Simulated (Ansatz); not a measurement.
Molecule: sum formula SiNHF₃, charge 0, multiplicity 2. It need not be the lowest isomer of its formula. 
Geometry from a B3LYP-D3(BJ)/def2-TZVP (Ansatz, a first-principles code) optimisation:
```xyz
6

N      1.5498     0.3290    -0.7276
Si     0.0119     0.0097    -0.0115
F     -0.5048    -1.4378    -0.3748
F      0.0657     0.1545     1.5602
F     -1.0404     1.0457    -0.5537
H      2.2995    -0.2995    -0.4315
```
Charge 0, spin multiplicity 2.

Atomisation energy built up term by term with Ansatz (kcal/mol; UHF references for open shells; valence terms freeze the core; atomic spin-orbit terms are left out). Basis-set limits of correlation are two-point, X^-3; Hartree-Fock from the larger set.

```csv
term,basis,kcal/mol
Hartree-Fock,cc-pV(Q+d)Z,423.45
CCSD correlation,"CBS(cc-pV(T+d)Z,cc-pV(Q+d)Z)",156.49
(T),"CBS(cc-pV(T+d)Z,cc-pV(Q+d)Z)",11.37
core correlation,cc-pwCVTZ,0.55
scalar relativity (X2C),cc-pVTZ-DK against cc-pVTZ,-1.73
sum: De,,590.1
```

(T) makes 1.9 % of the CCSD(T) atomisation energy; under 5 % is typical of single-reference molecules.
